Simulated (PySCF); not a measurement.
Molecule: `InChI=1S/H13NSi5/c2-1(3)5-6-4/h5-6H2,2-4H3`.

Atom-mapped SMILES (the numbers label the heavy atoms): `[SiH3:1][SiH2:2][SiH2:3][N:4]([SiH3:5])[SiH3:6]`. Each H is labelled by its parent atom.

Geometry PBE0-D3(BJ)/def2-SVP throughout; GIAO in PySCF 2.14.0 with density-fitted response routines, gas phase, one conformer, non-relativistic; equivalent atoms averaged; functional PBE0.

Q: How do the absolute shieldings σ depend on the basis set? (ppm; last column core-seconds on 1 thread of an Arm Neoverse V2, shared host)

A: 
```
  basis set  functions    Si3  Si5/Si6    Si1    Si2     N4  H(Si3)  H(Si5)/H(Si6)  H(Si2)  H(Si1)  core-s
   pcSseg-0        100  415.0    417.7  505.9  519.8  327.7   27.77          27.91   29.59   29.62      12
    cc-pVDZ        169  447.9    455.6  510.4  513.1  290.7   26.19          26.59   27.72   27.63      29
   pcSseg-1        202  385.2    393.5  459.0  463.6  287.4   26.19          26.58   27.70   27.62      34
aug-cc-pVDZ        275  442.8    451.4  514.0  511.5  288.9   26.12          26.53   27.66   27.58      61
```

Q: Which nucleus moves most, in ppm?

A: Si3 (silicon bonded to N, Si, 2 H): from 385.2 ppm with pcSseg-1 to 447.9 ppm with cc-pVDZ. The smallest spread is 1.38 ppm, at H(Si5)/H(Si6).

Q: Taking the largest basis, aug-cc-pVDZ (275 functions), as the yardstick, rank the others by their worst heavy-atom deviation.

A: cc-pVDZ 5.1 ppm (169 functions), pcSseg-0 38.8 ppm (100 functions), pcSseg-1 57.9 ppm (202 functions).

A small basis that lands close on one nucleus may do so by chance; judge by the trend and by all nuclei.
